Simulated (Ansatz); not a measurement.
Molecule (SMILES): Cl[C]Cl (closed-shell singlet).
Atoms: Cl1, C2, Cl3. Bonds: Cl1-C2, C2-Cl3.

Basis-set convergence of the optimised Cl1-C2 bond length at B3LYP with Ansatz (a first-principles code). Cartesian d functions, on some or all atoms, in 6-311G**, 6-311+G**; all else is spherical. The program fits the integrals of some runs and decomposes those of others, by size. No added dispersion term, no relativity. Reference: the value in def2-QZVPPD, 1.7221 Å, itself unsure by roughly 0.0009 Å (its mean distance from pcseg-3, def2-QZVPP, cc-pV(Q+d)Z). Deviations are taken from unrounded values.

```json
[
 {"basis": "def2-SVP", "functions": "50", "optimised Cl1-C2 bond length (Å)": "1.7356"},
 {"basis": "def2-SVPD", "functions": "74", "optimised Cl1-C2 bond length (Å)": "1.7348"},
 {"basis": "pcseg-1", "functions": "50", "optimised Cl1-C2 bond length (Å)": "1.7504"},
 {"basis": "aug-pcseg-1", "functions": "77", "optimised Cl1-C2 bond length (Å)": "1.7455"},
 {"basis": "cc-pV(D+d)Z", "functions": "60", "optimised Cl1-C2 bond length (Å)": "1.7410"},
 {"basis": "aug-cc-pV(D+d)Z", "functions": "87", "optimised Cl1-C2 bond length (Å)": "1.7342"},
 {"basis": "6-311G**", "functions": "72", "optimised Cl1-C2 bond length (Å)": "1.7472"},
 {"basis": "6-311+G**", "functions": "84", "optimised Cl1-C2 bond length (Å)": "1.7418"},
 {"basis": "pcseg-2", "functions": "98", "optimised Cl1-C2 bond length (Å)": "1.7282"},
 {"basis": "aug-pcseg-2", "functions": "146", "optimised Cl1-C2 bond length (Å)": "1.7259"},
 {"basis": "def2-TZVP", "functions": "105", "optimised Cl1-C2 bond length (Å)": "1.7247"},
 {"basis": "def2-TZVPD", "functions": "129", "optimised Cl1-C2 bond length (Å)": "1.7235"},
 {"basis": "cc-pV(T+d)Z", "functions": "108", "optimised Cl1-C2 bond length (Å)": "1.7273"},
 {"basis": "aug-cc-pV(T+d)Z", "functions": "156", "optimised Cl1-C2 bond length (Å)": "1.7243"},
 {"basis": "def2-TZVPP", "functions": "115", "optimised Cl1-C2 bond length (Å)": "1.7246"},
 {"basis": "def2-TZVPPD", "functions": "139", "optimised Cl1-C2 bond length (Å)": "1.7235"},
 {"basis": "def2-QZVPP", "functions": "197", "optimised Cl1-C2 bond length (Å)": "1.7232"},
 {"basis": "def2-QZVPPD", "functions": "221", "optimised Cl1-C2 bond length (Å)": "1.7221"}
]
```

What the diffuse functions change, pair by pair:
- def2-SVP to def2-SVPD: 24 more functions, deviation 0.0135 to 0.0127 Å
- pcseg-1 to aug-pcseg-1: 27 more functions, deviation 0.0283 to 0.0234 Å
- cc-pV(D+d)Z to aug-cc-pV(D+d)Z: 27 more functions, deviation 0.0189 to 0.0121 Å
- 6-311G** to 6-311+G**: 12 more functions, deviation 0.0251 to 0.0197 Å
- pcseg-2 to aug-pcseg-2: 48 more functions, deviation 0.0061 to 0.0038 Å
- def2-TZVP to def2-TZVPD: 24 more functions, deviation 0.0025 to 0.0014 Å
- cc-pV(T+d)Z to aug-cc-pV(T+d)Z: 48 more functions, deviation 0.0052 to 0.0022 Å
- def2-TZVPP to def2-TZVPPD: 24 more functions, deviation 0.0025 to 0.0013 Å
- def2-QZVPP to def2-QZVPPD: 24 more functions, deviation 0.0010 to 0.0000 Å

Leaving out the reference's own pair, they bring the value nearer the reference by more than 0.0009 Å in 7 of 8 pairs.
